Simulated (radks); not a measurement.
Values are calculated unless marked as measured or tabulated.
P3+, 12 electrons, occupied as [Ne] 3s2 (the NIST ground configuration).

Level of theory: scalar-relativistic Kohn-Sham, PBEsol, spin-polarised, spherical densities, finite nucleus; Fermi nuclear charge, rms radius 3.1889 fm (a radial shooting solver on a logarithmic mesh with Libxc functionals).

Energy parts (eV):
total: -9229.088
kinetic: 9258.295
electron-nucleus: -21578.804
Hartree: 3674.440
exchange-correlation: -583.019

Orbitals (lengths in bohr, moments of r in powers of bohr; r(max) is where P^2 peaks):
| orbital | occ. | eigenvalue (eV) | r(max) |
|---|---|---|---|
| 1s | 2 | -2120.069 | 0.06772 |
| 2s | 2 | -211.9452 | 0.4189 |
| 2p | 6 | -162.8323 | 0.3534 |
| 3s | 2 | -45.5537 | 1.475 |

The highest occupied level is 3s at -45.554 eV. The density falls to 0.001 e/bohr^3 at r = 3.08 bohr. For comparison, the ionisation energy in NIST's Atomic Spectra Database is 51.444 eV (measured). In exact Kohn-Sham theory the highest level is minus the ionisation energy, but local and semilocal functionals leave it too shallow, through self-interaction and a potential that decays too fast; potentials with the right tail come closer.
